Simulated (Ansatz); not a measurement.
Ideal-gas functions of `ClCBr` at 600 K and 1 bar, from an Ansatz frequency run at PBE0-D4/def2-TZVP.

Molar mass 129.38 g/mol, point group Cs (symmetry number 1), electronic degeneracy 1, moments of inertia 16.925, 241.079, 254.752 u Å². Harmonic wavenumbers (cm⁻¹, unscaled): 228, 627, 763, 858, 1154, 1252, 1449, 3138, 3220.

Use S(trans) = R[1.5 ln M + 2.5 ln T − 1.1517]; rotational temperatures θ = 24.2544 K / I; S(rot) = R[ln(√π/σ · √(T³/θAθBθC)) + 1.5]; for each mode x = 1.438777 ν̃/T, S = R[x/(eˣ − 1) − ln(1 − e⁻ˣ)] and H = RT x/(eˣ − 1); 1 cm⁻¹ = 0.0119627 kJ/mol; R = 8.31446 J/(mol·K).

By hand: the entropy, in J/(mol·K).

Translation 184.0. Rotation: θ = 1.4331, 0.1006, 0.0952 K, giving 114.8. Vibration, mode by mode: 13.44, 5.67, 4.36, 3.64, 2.08, 1.73, 1.18, 0.04, 0.03, in all 32.2. Electronic 0.0. Sum 331.0 J/(mol·K).

By hand: H − E and G − E in kJ/mol, counted from the electronic energy.

Zero-point energy ½ × 12689 × 0.0119627 = 75.9; thermal vibration 11.4; translation, rotation and pV give 4 RT = 20.0. H − E = 107.3 kJ/mol, and G − E = 107.3 − 600 × 331.0/1000 = -91.3 kJ/mol.

Vibration gives 10 % of the entropy.
